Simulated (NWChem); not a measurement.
System: CH6AlN; SMILES C[NH][AlH2]

Input file for NWChem:

```
start job
memory heap 200 mb stack 900 mb global 1100 mb
geometry units angstroms
  Al    -0.086814     0.192167     1.169686
  H     -1.239192     0.713059     2.049476
  H      1.241229    -0.167421     1.868773
  N     -0.340569     0.032552    -0.588475
  C      0.510801    -0.407661    -1.693123
  H     -1.258019     0.289698    -0.950191
  H      0.646981     0.384932    -2.433487
  H      0.089805    -1.284705    -2.197745
  H      1.487954    -0.677583    -1.294618
end
basis spherical
  * library def2-svp
end
dft
  xc pbe0
  iterations 150
end
driver
  maxiter 120
end
task dft optimize
task dft freq
```

The level has its own optimisation; frequencies are unscaled.

Problem. Give the results of this calculation. (PBE0/def2-SVP.) Quantities: r Al–H (Å); r Al–N (Å); r C–N (Å); r H–N (Å); highest harmonic frequency (cm⁻¹); lowest (cm⁻¹); zero-point energy (kcal/mol); dipole (D).

Solution. 
```json
{
 "r Al–H (Å)": "1.588",
 "r Al–N (Å)": "1.778",
 "r C–N (Å)": "1.444",
 "r H–N (Å)": "1.016",
 "highest harmonic frequency (cm⁻¹)": "3607",
 "lowest (cm⁻¹)": "184",
 "zero-point energy (kcal/mol)": "42.6",
 "dipole (D)": "1.38"
}
```
